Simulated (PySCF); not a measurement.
CH7NOSi2.
Bonds: C1–N2 (double), N2–Si3, Si3–O4, O4–Si5. Hydrogens: H6, H7 on C1; H8, H9 on Si3; H10, H11, H12 on Si5.

Method: PBE0-D3(BJ)/def2-SVP geometry optimisation, gas phase (PySCF); density fitting, grid level 1; the optimiser is geomeTRIC in internal coordinates, started from a GFN2-xTB structure with every atom displaced at random (about 0.01 Å).

At the end of the run (lengths in Å): Si3–O4 1.652, Si3–H9 1.490, C1–H6 1.112, Si5–H12 1.494, Si3–H8 1.495, Si5–H11 1.492, Si5–H10 1.490, Si3–O4–Si5 139.3°, C1–N2–Si3 125.9°, N2–Si3–O4 107.6°, C1–N2–Si3–O4 127°, N2–Si3–O4–Si5 38°, H8–Si3–O4–Si5 160°, H8–Si3–N2–C1 8°.

**Question.** These geometries were met on the way; a selection of coordinates is given. Order them by energy above the end point, lowest first.
A. Si3–O4 1.570, Si3–H9 1.432, C1–H6 1.057, Si5–H12 1.444, Si3–H8 1.466, Si5–H11 1.472, Si5–H10 1.470, Si3–O4–Si5 156.1°, C1–N2–Si3 133.9°, N2–Si3–O4 106.0°, C1–N2–Si3–O4 131°, N2–Si3–O4–Si5 65°, H8–Si3–O4–Si5 -171°, H8–Si3–N2–C1 16°
B. Si3–O4 1.660, Si3–H9 1.490, C1–H6 1.125, Si5–H12 1.494, Si3–H8 1.496, Si5–H11 1.491, Si5–H10 1.490, Si3–O4–Si5 155.7°, C1–N2–Si3 132.7°, N2–Si3–O4 107.3°, C1–N2–Si3–O4 131°, N2–Si3–O4–Si5 65°, H8–Si3–O4–Si5 -171°, H8–Si3–N2–C1 12°
C. Si3–O4 1.652, Si3–H9 1.489, C1–H6 1.112, Si5–H12 1.495, Si3–H8 1.495, Si5–H11 1.492, Si5–H10 1.490, Si3–O4–Si5 142.3°, C1–N2–Si3 125.1°, N2–Si3–O4 108.1°, C1–N2–Si3–O4 120°, N2–Si3–O4–Si5 53°, H8–Si3–O4–Si5 174°, H8–Si3–N2–C1 1°
D. Si3–O4 1.638, Si3–H9 1.491, C1–H6 1.107, Si5–H12 1.495, Si3–H8 1.496, Si5–H11 1.493, Si5–H10 1.491, Si3–O4–Si5 152.4°, C1–N2–Si3 126.9°, N2–Si3–O4 108.5°, C1–N2–Si3–O4 128°, N2–Si3–O4–Si5 64°, H8–Si3–O4–Si5 -174°, H8–Si3–N2–C1 9°

**Answer.** C (0.003 eV), D (0.017 eV), B (0.044 eV), A (0.350 eV).

```
step  E above end (eV)  rms distance from the end, all atoms (Å)  largest force (eV/Å)  rms shift of all bonds from the end (Å)
  10             0.003                                     0.171                 0.093                                    0.001
   4             0.017                                     0.350                 0.230                                    0.006
   1             0.044                                     0.364                 0.541                                    0.007
   0             0.350                                     0.348                 2.652                                    0.040
```

Rows stand in the order of the answer.
